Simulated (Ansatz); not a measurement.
Two members of one family (Series GeEtX3), computed with Ansatz in the gas phase. Binding counts from free atoms in the multiplicity of their measured ground term, without zero-point energy. The structures are stationary points that may keep the symmetry of their start.

First: GeEtBr3 (singlet, charge 0, PBE-D4/def2-SVP geometry).

```xyz
11

Ge   -1.1235    0.7225   -0.5239
C     0.0610   -0.7940   -0.1194
C     1.2922   -0.3862    0.6883
H     0.3206   -1.2306   -1.1063
H    -0.5791   -1.5268    0.4145
H     1.9295   -1.2714    0.8919
H     1.9102    0.3551    0.1428
H     1.0110    0.0580    1.6639
Br    0.0227    2.3426   -1.7381
Br   -1.8807    1.7003    1.4479
Br   -2.9639    0.0306   -1.7616
```

```tsv
level	HOMO (eV)	LUMO (eV)	gap (eV)	binding per atom (eV)
PBE-D4/def2-SVP	-6.91	-2.68	4.23	3.60
r2SCAN-D4/def2-TZVP	-7.45	-2.72	4.73	3.54
B3LYP-D4/6-31G	-8.18	-2.60	5.58	3.37
PBE0-D4/def2-SVP	-8.28	-1.87	6.41	3.56
PBE0-D4/def2-TZVP	-8.39	-2.03	6.37	3.54
```

Second: GeEt(OEt)3 (singlet, charge 0, PBE-D4/def2-SVP geometry).

```tsv
atom	x (Å)	y (Å)	z (Å)
Ge1	0.507	0.715	-0.220
C2	1.671	2.223	0.205
C3	2.381	2.761	-1.043
H4	2.397	1.868	0.967
H5	1.041	2.997	0.690
H6	3.039	3.620	-0.794
H7	3.008	1.978	-1.514
H8	1.651	3.103	-1.804
O9	-0.656	1.084	-1.528
C10	-2.071	1.013	-1.345
C11	-2.613	-0.400	-1.511
H12	-2.367	1.409	-0.347
H13	-2.515	1.687	-2.111
H14	-3.721	-0.404	-1.445
H15	-2.323	-0.820	-2.496
H16	-2.222	-1.062	-0.712
O17	-0.549	0.145	1.132
C18	0.027	-0.215	2.384
C19	-1.073	-0.736	3.295
H20	0.813	-0.996	2.251
H21	0.527	0.666	2.860
H22	-0.665	-1.009	4.290
H23	-1.858	0.034	3.435
H24	-1.550	-1.635	2.854
O25	1.607	-0.583	-0.791
C26	1.102	-1.747	-1.442
C27	0.641	-2.813	-0.455
H28	0.272	-1.479	-2.136
H29	1.930	-2.143	-2.072
H30	0.322	-3.733	-0.986
H31	1.462	-3.081	0.240
H32	-0.216	-2.449	0.148
```

Q: What does the change do? Estimate second minus first.

A: 
```csv
level,Δ HOMO (eV),Δ LUMO (eV),Δ gap (eV),Δ binding per atom (eV)
PBE-D4/def2-SVP,0.94,2.64,1.71,0.59
r2SCAN-D4/def2-TZVP,1.03,2.79,1.76,0.54
B3LYP-D4/6-31G,1.03,3.12,2.09,0.62
PBE0-D4/def2-SVP,0.74,2.86,2.12,0.56
PBE0-D4/def2-TZVP,0.80,2.65,1.85,0.54
```
